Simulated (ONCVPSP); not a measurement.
Potentials for nickel compared

Generated with ld1.x 7.5 (TM, RRKJ, ultrasoft, PAW), atompaw 4.2 or ONCVPSP 4.0.1. The cutoff is in Ry: for ld1.x and atompaw files where the sum of valence levels is converged to 10 mRy in a Bessel basis, for ONCV files where the hardest occupied wave has 1 mHa per electron of residual kinetic energy. The error is the largest all-electron minus pseudo excitation energy over each file’s own four to seven test configurations (ionisations up to +4, promotions, holes and added fractions of an electron), all of which were solved. The labels leave out finer settings (local radius, basis sizes, second energies), which also bear on the numbers. Spin-polarised tests are not counted. The rows are a selection from randomly drawn settings: files with unsolved tests, undetermined cutoffs or missed reference levels are left out.

A true bound ghost makes a file unfit for plane-wave use even where its test errors are small: the radial tests pick states by their node count and pass the ghost by.

| potential | cutoff (Ry) | largest error (meV) | bound ghosts |
| --- | --- | --- | --- |
| ONCV, PBEsol, scalar-relativistic, rc 1.25/1.20/1.00 (spd), local smoothed, core correction yes, reference 3s2 3p6 3d8 4s1, qcut 9.7/9.4/17, projectors 3/2/2 | 206 | +15 | none |
| ONCV, BLYP, scalar-relativistic, rc 1.45/1.00/1.65 (spd), local smoothed, core correction yes, reference 3s2 3p6 3d8 4s2, qcut 7.4/14.5/7.4, projectors 2/2/2 | 211 | +155 | none |
| ONCV, LDA (Perdew-Zunger), scalar-relativistic, rc 2.20/2.00/1.25/1.80 (spdf), local smoothed, core correction yes, reference 3d8 4s2, qcut 3.5/3.3/14.5/6.5, projectors 2/2/2/1 | 155 | -405 | s |
| ONCV, PBE, fully relativistic, rc 1.15/0.85/1.65/1.50 (spdf), local smoothed, core correction yes, reference 3s2 3p6 3d8 4s1, qcut 13.1/11.3/11.2/6.4, projectors 2/2/2/2 | 104 | +60 | none |
| ONCV, PBEsol, fully relativistic, rc 1.40/0.90/1.00 (spd), local smoothed, core correction yes, reference 3s2 3p6 3d8 4s2, qcut 8.3/12.7/18.9, projectors 2/2/1 | 228 | -8.7 | none |

Fill in the row for Ni: ONCV, LDA (Perdew-Zunger), scalar-relativistic, rc 1.20/1.25/1.20 (spd), local smoothed, core correction no, reference 3s2 3p6 3d8 4s2, qcut 10.5/12.3/14.8, projectors 2/2/2.

cutoff 153 Ry, largest error +15 meV, bound ghosts: none.

Fill in the row for Ni: ONCV, PBE, scalar-relativistic, rc 1.40/1.20/1.15 (spd), local smoothed, core correction yes, reference 3s2 3p6 3d8 4s2, qcut 8.8/9.5/15, projectors 2/3/3.

cutoff 170 Ry, largest error -5.7 meV, bound ghosts: none.

Fill in the row for Ni: ONCV, PBE, scalar-relativistic, rc 1.25/0.85/1.15 (spd), local smoothed, core correction yes, reference 3s2 3p6 3d8 4s2, qcut 12/10.8/16.3, projectors 2/2/2.

cutoff 217 Ry, largest error -5.0 meV, bound ghosts: none.
